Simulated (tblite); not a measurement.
C4H13GeN.
Atom-mapped SMILES: `[CH3:1][GeH2:2][NH:3][CH:4]([CH3:5])[CH3:6]` (hydrogens: H7, H8, H9 on C1; H10, H11 on Ge2; H12 on N3; H13 on C4; H14, H15, H16 on C5; H17, H18, H19 on C6)

Computed with GFN2-xTB (tblite), gas phase: L-BFGS steps from a force-field or distance-geometry start until the largest atomic force falls under 0.01 eV/Å.

At the end of the run (lengths in Å): Ge2–H10 1.522, Ge2–H11 1.506, C5–H16 1.087, C1–H8 1.087, C5–H14 1.087, C6–H19 1.087, C1–H9 1.087, Ge2–N3–C4 126.2°, C1–Ge2–N3 105.8°, N3–C4–C5 109.6°, C5–C4–C6 110.5°, C1–Ge2–N3–C4 -169°, Ge2–N3–C4–C5 -46°, H12–N3–Ge2–C1 -30°, H10–Ge2–N3–C4 -47°.

Question: These geometries were met on the way; a selection of coordinates is given. Order them by energy above the end point, lowest first.
A. Ge2–H10 1.509, Ge2–H11 1.511, C5–H16 1.086, C1–H8 1.086, C5–H14 1.089, C6–H19 1.087, C1–H9 1.084, Ge2–N3–C4 125.7°, C1–Ge2–N3 108.2°, N3–C4–C5 109.0°, C5–C4–C6 113.3°, C1–Ge2–N3–C4 -126°, Ge2–N3–C4–C5 -58°, H12–N3–Ge2–C1 12°, H10–Ge2–N3–C4 -4°
B. Ge2–H10 1.512, Ge2–H11 1.510, C5–H16 1.087, C1–H8 1.089, C5–H14 1.086, C6–H19 1.088, C1–H9 1.087, Ge2–N3–C4 126.8°, C1–Ge2–N3 106.2°, N3–C4–C5 110.8°, C5–C4–C6 110.3°, C1–Ge2–N3–C4 -135°, Ge2–N3–C4–C5 -49°, H12–N3–Ge2–C1 3°, H10–Ge2–N3–C4 -12°
C. Ge2–H10 1.571, Ge2–H11 1.554, C5–H16 1.132, C1–H8 1.122, C5–H14 1.117, C6–H19 1.114, C1–H9 1.113, Ge2–N3–C4 116.2°, C1–Ge2–N3 112.9°, N3–C4–C5 113.7°, C5–C4–C6 107.2°, C1–Ge2–N3–C4 -125°, Ge2–N3–C4–C5 -60°, H12–N3–Ge2–C1 17°, H10–Ge2–N3–C4 -4°
D. Ge2–H10 1.501, Ge2–H11 1.505, C5–H16 1.090, C1–H8 1.089, C5–H14 1.090, C6–H19 1.090, C1–H9 1.088, Ge2–N3–C4 121.8°, C1–Ge2–N3 114.8°, N3–C4–C5 109.9°, C5–C4–C6 108.9°, C1–Ge2–N3–C4 -120°, Ge2–N3–C4–C5 -64°, H12–N3–Ge2–C1 16°, H10–Ge2–N3–C4 1°
E. Ge2–H10 1.539, Ge2–H11 1.520, C5–H16 1.079, C1–H8 1.084, C5–H14 1.079, C6–H19 1.074, C1–H9 1.084, Ge2–N3–C4 117.1°, C1–Ge2–N3 112.4°, N3–C4–C5 113.0°, C5–C4–C6 107.3°, C1–Ge2–N3–C4 -123°, Ge2–N3–C4–C5 -62°, H12–N3–Ge2–C1 16°, H10–Ge2–N3–C4 -3°

Answer: B (0.082 eV), A (0.136 eV), D (0.224 eV), E (0.368 eV), C (0.610 eV).

```csv
step,E above end (eV),"rms distance from the end, all atoms (Å)",largest force (eV/Å),rms shift of all bonds from the end (Å)
46,0.082,0.464,0.134,0.004
29,0.136,0.548,0.178,0.005
8,0.224,0.638,0.280,0.007
2,0.368,0.647,0.605,0.010
0,0.610,0.652,1.827,0.027
```

Rows stand in the order of the answer.
